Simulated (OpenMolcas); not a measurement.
## What dynamic correlation does to the levels of O⁺

| Item | Value |
| --- | --- |
| Program | OpenMolcas 26.06 |
| Basis | ANO-R2 [4s4p2d1f] |
| Scalar Hamiltonian | X2C, finite nucleus |
| Active space | 3 electrons in 3 orbitals (2p) |
| State averaging | 2S+1 = 4 odd, 1 root; 2S+1 = 2 odd, 8 roots |
| Spin-orbit coupling | RASSI with atomic mean-field integrals over the reference wave functions, term energies averaged over their components |

Methods on the same reference wave functions:
A. CASSCF
B. SS-CASPT2, IPEA 0.25 Eh, imaginary shift 0.1 Eh (closed shells correlated: 1s 2s)

Energies in cm-1 above 2s2 2p3 4S* 3/2, the measured ground level; measured values from NIST Handbook of Basic Atomic Spectroscopic Data.

| Level | A | B | Measured |
| --- | --- | --- | --- |
| 2s2 2p3 4S* 3/2 | 0.0 | 0.0 | 0.0 |
| 2s2 2p3 2D* 3/2 | 30579 | 27460 | 26831 |
| 2s2 2p3 2D* 5/2 | 30581 | 27460 | 26811 |
| 2s2 2p3 2P* 1/2 | 50641 | 43330 | 40470 |
| 2s2 2p3 2P* 3/2 | 50643 | 43330 | 40468 |

Deviations, from unrounded energies. A percentage is the sum of absolute deviations over the sum of measured energies, with the sign that they share, or ± where signs differ.

```csv
Against measurement,Levels,A,B
mean absolute deviation (cm-1),4,7000,1800
other terms of the ground configuration (%),4,+20.7,+5.2
```

B lies closest to measurement on these levels. The largest miss of B in the table is 2s2 2p3 2P* 3/2, by +2900 cm-1. The ranking rests on the paired levels alone, and a cruder setting can come out closer through cancelling errors.

From A to B the spin-free energies of the other terms of 2s2 2p3 shown, above 4S*, scale by factors of 0.86 to 0.90.

The lowest spin-free term lies below A's lowest term by 0.121 hartree in B.

CASPT2 does not keep the components of a term degenerate, so their means are used; among the terms shown or strongly mixed into the levels shown the widest spread is 170 cm-1 (2s2 2p3 2D*, B). With the s shell closed, the reference lacks s² → p² mixing. Without dynamic correlation excited terms often stand tens of per cent too high (terms of higher spin than the ground term too low), and those without a measured partner can miss by more than the paired ones (holds for A). Measured partners are found by configuration, term and J. A level has none where our copy of the source lacks it or the pairing is in doubt (some pairs that miss far off the trend of their configuration count as doubtful), and it then counts in no deviation. Only configurations of the active space appear.

* marks odd parity.
